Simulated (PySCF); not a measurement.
**Computed properties of CHO₂, SMILES O=C=[OH+], charge +1**

CHO2, SMILES O=C=[OH+], charge +1. Geometry: PBE0-D3(BJ)/def2-TZVP. The isomer is the one that the SMILES or the coordinates give; other isomers of the formula were not compared. One conformer was computed; it need not be the lowest. All values are computed for the isolated molecule unless a solvent is named; none is compared with measurement here.

**Structure.** The optimised structure has Cs symmetry. All 6 harmonic modes at PBE0-D3(BJ)/def2-TZVP (PySCF) are real, so it is a minimum. With heavy atoms numbered as in [O:1]=[C:2]=[OH+:3], the shortest bond between them is O1–C2 at 1.120 Å and the longest C2–O3 at 1.215 Å.

**Vibrations.** The strongest infrared lines (harmonic, unscaled, degenerate partners summed) lie at 3553 cm⁻¹ (616 km/mol, H 94 %), 2513 cm⁻¹ (398 km/mol, C 70 %, O 29 %), 1015 cm⁻¹ (259 km/mol, H 67 %, O 19 %, C 14 %). The softest mode is at 554 cm⁻¹ and the zero-point energy is 13.6 kcal/mol.

**Electronic structure.** PBE0/def2-TZVPD (PySCF) places the frontier levels at -19.60 and -8.48 eV, a gap of 11.12 eV and a mean polarisability of 14.8 bohr³. PBE/def2-TZVPD (PySCF) at the same geometry gives -17.88 and -9.72 eV, so its gap is 2.96 eV narrower. An orbital gap is neither the optical nor the fundamental gap.

**Excitations.** TDA-B3LYP/def2-TZVPD (PySCF) has S1 at 8.40 eV (148 nm, f = 0.000, dark); the most intense of the 10 singlets computed lies at 13.06 eV (f = 0.31). T1 (TDA) is at 7.82 eV, 0.58 eV under S1. TDA-PBE/def2-TZVPD (PySCF) puts S1 at 8.30 eV. No vertical singlet excitation falls in the visible range (under 3.1 eV).

**NMR.** GIAO shifts at PBE0/pcSseg-2 (PySCF) (non-relativistic, atoms alike by connectivity averaged): ¹³C at 131.3 ppm against TMS; ¹H at 9.1 ppm against TMS.

**Solvation.** SMD-B3LYP/def2-SVP (PySCF) gives -81.8 kcal/mol in water, -67.7 kcal/mol in N,N-dimethylformamide, -37.6 kcal/mol in benzene (1 M in both phases, gas-phase geometry); of these solvents water holds the molecule best.
